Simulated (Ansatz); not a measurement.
`CO[Si]OC` + HCl → `CO[Si]Cl` + CH₃OH at 700 K and 1 bar (ligand exchange at the Si–O bond).

Gas-phase electronic energies from Ansatz, PBE0-D4/def2-TZVP geometries. CBS: MP2 limit from def2 TZ/QZ plus the TZ coupled-cluster correction, frozen cores. This one scheme is used for every species. One conformer a species, not always the lowest.

```csv
species,CCSD(T)/CBS energy (Eh),H − E (kJ/mol),S (J/(mol·K))
`CO[Si]OC`,-519.17085,298.6,463.6
HCl,-460.38127,38.4,211.8
`CO[Si]Cl`,-863.93892,170.7,400.0
CH₃OH,-115.61712,170.8,288.5
```

H − E and S are ideal-gas, rigid-rotor, harmonic terms from PBE0-D4/def2-TZVP, for one conformer and one mirror image of each species. 1 Eh = 2625.50 kJ/mol, R = 8.31446 J/(mol·K).

By hand: ΔE, ΔH, ΔS and ΔG.

ΔE = (-863.93892) + (-115.61712) − (-519.17085) − (-460.38127) = -0.00392 Eh = -10.3 kJ/mol. Δ(H − E) = 170.7 + 170.8 − 298.6 − 38.4 = 4.5, so ΔH = -5.8 kJ/mol. ΔS = 400.0 + 288.5 − 463.6 − 211.8 = 13.1 J/(mol·K). ΔG = -5.8 − 700 × (13.1)/1000 = -15.0 kJ/mol.

By hand: the equilibrium constant, and the temperature at which ΔG would vanish if ΔH and ΔS stayed fixed.

log₁₀ K = −ΔG/(RT ln 10) = 1.1. ΔH and −TΔS have one sign here, so there is no such temperature.

TΔS isn't small against ΔH here. A doubt of 5 kJ/mol in ΔE shifts log₁₀ K by 0.4 here. Other conformers and mirror images would add mixing entropy, several J/(mol·K) or more a flexible species. These are equilibria of isolated gas molecules and say nothing of rates. Largest T1 diagnostic: 0.014 (customary marks: 0.02 for closed shells, 0.045 for open ones).
